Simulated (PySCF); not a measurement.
Cost against size for one kind of job: PySCF, PBE0-D3(BJ)/def2-SVP geometry optimisation, gas phase; work: geometry optimisation from a GFN2-xTB start. Hardware: an Arm Neoverse V1 with one thread, no GPU, shared host. Times come from a shared host and carry two figures at best.

```json
{"species (SMILES)": "N[SiH2]/C=C/[SiH3]", "atoms": "14", "electrons": "56", "basis functions": "123", "SCF cycles": "58", "gradient evaluations": "9", "wall time": "48 s"}
{"species (SMILES)": "C=N[SiH2]C[SiH3]", "atoms": "14", "electrons": "56", "basis functions": "123", "SCF cycles": "71", "gradient evaluations": "11", "wall time": "62 s"}
{"species (SMILES)": "[BH3-][P+](C)(C)C", "atoms": "17", "electrons": "50", "basis functions": "134", "SCF cycles": "23", "gradient evaluations": "4", "wall time": "?"}
{"species (SMILES)": "C1=C[C@H]2CC[C@@H]1CC2", "atoms": "20", "electrons": "60", "basis functions": "172", "SCF cycles": "24", "gradient evaluations": "4", "wall time": "57 s"}
{"species (SMILES)": "CS[Si@@H](O[SiH3])c1ccco1", "atoms": "20", "electrons": "100", "basis functions": "202", "SCF cycles": "133", "gradient evaluations": "18", "wall time": "?"}
{"species (SMILES)": "C1CC[Si]2(C1)CCCC2", "atoms": "25", "electrons": "78", "basis functions": "210", "SCF cycles": "24", "gradient evaluations": "4", "wall time": "2.1 min"}
{"species (SMILES)": "O=[P@H](c1ccccc1)c1cccs1", "atoms": "22", "electrons": "108", "basis functions": "235", "SCF cycles": "53", "gradient evaluations": "7", "wall time": "4.6 min"}
```

**Question.** Estimate the withheld figures.

**Answer.** `[BH3-][P+](C)(C)C`: 26 s; `CS[Si@@H](O[SiH3])c1ccco1`: 7.8 min.

**Question.** With all rows, how does the wall time grow with the number of basis functions N?

**Answer.** A straight line through log(time) against log(N) has slope 3.0 between N = 123 and 235, and the rows scatter about it by a factor of about 2.0 (standard error of the fit). This is a fit to these rows, whose iteration counts differ, not the method's formal scaling.

**Question.** Which species took longest, and how many times the shortest run?

**Answer.** `CS[Si@@H](O[SiH3])c1ccco1`, at 7.8 min: about 18 times the shortest (26 s).
